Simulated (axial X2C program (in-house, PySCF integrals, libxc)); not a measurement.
## TaS: from the spin-free to the two-component result

Calculated with an in-house relativistic program for diatomic molecules. Spin-free means the one-electron spin-free X2C Hamiltonian; two-component (2c) means X2C with spin–orbit coupling and atomic mean-field two-electron Coulomb and Gaunt terms, so the difference of the two also holds small scalar two-electron terms. Basis: Ta dyall-cv3z [13s14p9d7f4g], S dyall-av3z [9s8p3d2f] (cores contracted in-house); Gaussian nuclei, density fitting, unrestricted open shells. Masses: Ta 180.948 u, S 31.972 u.

Spin-free state: M_S = 3/2, Λ = 0 (beyond evenly filled blocks: σα, δ+α, δ-α); fragments Ta + S.

```json
{"level": "PBE0", "Re (Å)": "2.127", "ωe (cm⁻¹)": "542.5", "De (eV)": "5.733", "μ (D)": "-4.76"}
{"level": "TPSS", "Re (Å)": "2.139", "ωe (cm⁻¹)": "524.6", "De (eV)": "6.071", "μ (D)": "-4.37"}
```

Dipoles are positive if S is the positive end.

Two-component determinant lowest at the distance of the search:

Ω = 3/2 (⟨Sz⟩ = -0.48, ⟨Lz⟩ = 1.98 at PBE0); fragments Ta + S.

```
level  Re (Å)  ωe (cm⁻¹)  μ (D)
 PBE0   2.099      570.2  -3.02
 TPSS   2.112      550.0  -2.84
```

(1) From the two tables, how do the constants change at the PBE0 level (2c against spin-free)?

The state is a single determinant with fixed occupations, the lowest that a limited PBE0 search found. De is counted from the lowest determinant-based energies of the atoms at the same level, without counterpoise correction. De is not given where an atomic determinant may have missed its ground term or J level, or where the truncated virtual space spoils (T). Density functionals use the spin component along the axis (collinear). Other states lie close and PBE0, whose exact exchange favours high spin, may order them wrongly; the determinant shown need not be the ground state. The nearest other spin-free determinant of the search, M_S = 1/2, Λ = 2, lies 0.18 eV up at the distance of the search. Without a current term, density functionals place determinants with orbital angular momentum somewhat too high. Some points did not converge and are left out. The determinant is spin-polarised beyond a pure state at some levels (its spin-free form has ⟨S²⟩ too high), which makes Re and μ there less reliable.

Results:

(1) At the PBE0 level Re goes down by 0.028 Å and ωe rises by 27.7 cm⁻¹. The two determinants differ in configuration, so these shifts compare two states and are not the spin–orbit effect on one state.
